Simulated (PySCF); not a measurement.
Atom-mapped SMILES (the numbers label the heavy atoms): `[CH2:1]1[CH2:2][C@H:3]2[CH2:4][CH2:5][C@@H:6]1[CH2:7]2`. Hydrogens are named by the atom that carries them. Ha(C4), Ha(C5) are cis to C1 on the ring; Ha(C1), Ha(C2) are cis to C4 on the ring; Hb(C4), Hb(C5) are trans to C1 on the ring; Hb(C1), Hb(C2) are trans to C4 on the ring.

GIAO PBE0/pcSseg-1 shifts (PySCF, gas phase, non-relativistic, equivalent atoms averaged), each against references optimised in the same way as the molecule (TMS).

On the GFN2-xTB geometry: C3/C6 39.8, C7 39.8, C1/C2/C4/C5 32.5, H(C3)/H(C6) 2.11, Hb(C1)/Hb(C2)/Hb(C4)/Hb(C5) 1.60, Ha(C1)/Ha(C2)/Ha(C4)/Ha(C5) 1.17, H(C7) 1.09 ppm.

Problem. What changes on the PBE0-D3(BJ)/def2-SVP geometry?

Solution. 
| atoms | δ (ppm) | change |
| --- | --- | --- |
| C3/C6 | 38.7 | -1.1 |
| C7 | 40.0 | +0.2 |
| C1/C2/C4/C5 | 32.1 | -0.4 |
| H(C3)/H(C6) | 1.95 | -0.16 |
| Hb(C1)/Hb(C2)/Hb(C4)/Hb(C5) | 1.45 | -0.15 |
| Ha(C1)/Ha(C2)/Ha(C4)/Ha(C5) | 1.06 | -0.11 |
| H(C7) | 1.03 | -0.06 |

Bonds between heavy atoms that differ most (equivalent bonds averaged): C1–C2 1.542 → 1.552 Å, C6–C7 1.529 → 1.535 Å, C2–C3 1.533 → 1.536 Å. Mean change of bonds to hydrogen: C–H +0.011 Å.
